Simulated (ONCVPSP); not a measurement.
# thallium (Tl): one change to an ONCV potential, before and after

```
Element                 : Tl
Generator               : ONCVPSP 4.0.1
Type                    : optimised norm-conserving Vanderbilt (ONCV)
Functional              : PBE
Relativity              : fully relativistic
Frozen core             : [Xe] 4f14 5d10
Valence charge          : 3
Reference configuration : 6s1 (charge +2)
Partial waves           : 6s: rc 1.75 bohr, ncon 3, nbas 8, qcut 3 1/bohr, 1 projector; p scattering state at 0.17 Ha: rc 1.80 bohr, ncon 4, nbas 8, qcut 4.4 1/bohr, 3 projectors, debl 1.8 Ha; d scattering state at 0.05 Ha: rc 1.40 bohr, ncon 5, nbas 10, qcut 7 1/bohr, 1 projector
Local potential         : polynomial inside 1.30 bohr (lpopt 5, dvloc0 0 Ha)
Core correction         : Teter function, fcfact 2.5, rcfact 1.2
```

Open shells are filled in proportion to 2j + 1.

In the p channel the program set the typed energies aside and used 0.050, 1.850, 3.650 Ha (j = l + 1/2; the other j can differ).

All-electron outer shells of the reference configuration (PBE, scalar-relativistic, ld1.x):

```tsv
shell	level (eV)	outermost node (bohr)	outermost maximum (bohr)
5d	-33.16	0.53	1.11
6s	-25.37	1.04	2.00
```

Change: s: qcut 2.5; p: qcut 3.7; d: qcut 5.9.

Cutoffs: the cutoffs (Ha) at which the residual kinetic energy of the hardest occupied pseudo-wave falls to 1 and 0.1 mHa per electron; they do not see the model core or the augmentation charge, which bear on the density cutoff. Errors are all-electron minus pseudo energies relative to the spin-unpolarised reference configuration.

Problem. Predict the effect on cutoff, ghosts and configuration errors.

Solution. The potential gets harder (10 Ha and 34 Ha → 29 Ha and 59 Ha); both files keep a bound ghost (p, s); of the 4 tests that both files solve, the error grows in 0 and shrinks in 3 by more than 15 % and 0.3 meV (median size 485.7 → 249.1 meV).

| quantity | base | changed |
| --- | --- | --- |
| cutoff, loose | 10 Ha | 29 Ha |
| cutoff, tight | 34 Ha | 59 Ha |
| bound ghosts | s, p3/2, p1/2 | s, p3/2, p1/2 |
| GHOST(+) flags under 300 eV | none | none |
| error for 6s2 6p1, meV [ΔE -26.06 eV] | +737 | +305 |
| error for 6s2, meV [ΔE -20.79 eV] | +114 | +109 |
| error for 6s2 6p0.5, meV [ΔE -24.16 eV] | +234 | +193 |
| error for 6s0 6p3, meV [ΔE -11.10 eV] | +871 | +653 |
| s: phases at 1.77 bohr within 0.05 rad from the reference energy up to (Ha; the scan ends near 5) | 0.1 | 0.0 |
| p3/2: phases at 1.83 bohr within 0.05 rad from the reference energy up to (Ha; the scan ends near 5) | to the end of the scan | to the end of the scan |
| p1/2: phases at 1.83 bohr within 0.05 rad from the reference energy up to (Ha; the scan ends near 5) | to the end of the scan | to the end of the scan |
| d5/2: phases at 1.42 bohr within 0.05 rad from the reference energy up to (Ha; the scan ends near 5) | 4.4 | 4.7 |
| d3/2: phases at 1.42 bohr within 0.05 rad from the reference energy up to (Ha; the scan ends near 5) | 4.4 | 4.9 |
| rms error of d²Exc/dni dnj with the model core, mHa | 48.53 | 47.84 |

Base: The cutoffs count occupied waves only; projector 1 of the p channel, the hardest unoccupied one, needs 51 Ha at the loose tolerance. These tests converged, but a pseudo level misses the all-electron one widely, so the file describes the atom poorly there or has found another state: 6s2 6p1: 6p by 1.5 eV; 6s0 6p3: 6p by 1.1 eV. Changed file: These tests converged, but a pseudo level misses the all-electron one widely, so the file describes the atom poorly there or has found another state: 6s0 6p3: empty 6s by 23.2 eV. A true bound ghost makes a file unfit for plane-wave use even where its test errors are small: the radial tests pick states by their node count and pass the ghost by.
